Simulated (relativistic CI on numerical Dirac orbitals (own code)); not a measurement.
**Al3+: what numerical and physical settings do to a radial Dirac CI calculation**

Reference input:

```
atom Al  Z=13  charge=3  electrons=10
nucleus A=27  rms_radius_fm=3.0610
hamiltonian dirac-coulomb  breit=on  qed=on  c_scale=1
orbitals kli  potential=per-configuration
slater_scale 1
correlation none
mixing on
grid step=0.0125 r_max=25.7
scf mixing=0.4 start=green max_iterations=150 tolerance=2e-08 node_fill=0.05
configurations
  [He] 2s2 2p6
  [He] 2s2 2p5 3s
  [He] 2s2 2p5 3p
  [He] 2s2 2p5 3d
  [He] 2s2 2p4 3s2
end
```

Computed lowest total energy -240.38000 Ha, first excitation 607511.0 cm⁻¹, 52 SCF steps. Runs with settings changed; * marks those that are bad on purpose:

```csv
Changed,Outcome,Lowest level,ΔE (Ha),First excitation (cm⁻¹),SCF steps,Message
"Slater scale 1.2, end of the grid at 38.55 bohr",converged,2p6 1S_0,-6.77e-05,607139.0,52,
"start potential bare, SCF mixing 0.05",converged,2p6 1S_0,-6.42e-12,607511.0,79,
QED terms off,converged,2p6 1S_0,-0.0274,607459.7,52,
"start potential thomas-fermi, nuclear radius 3.3671 fm",converged,2p6 1S_0,1.47e-05,607511.1,51,
nuclear radius 3061.0 fm *,converged,2p6 1S_0,38,685581.4,50,
grid step 0.08 *,converged,2p6 1S_0,0.000212,607510.3,51,
```

With so few configurations and no correlation, terms lie too far apart (by 10 to 50 % near neutrality), their order can be wrong, and levels of other configurations are missing.
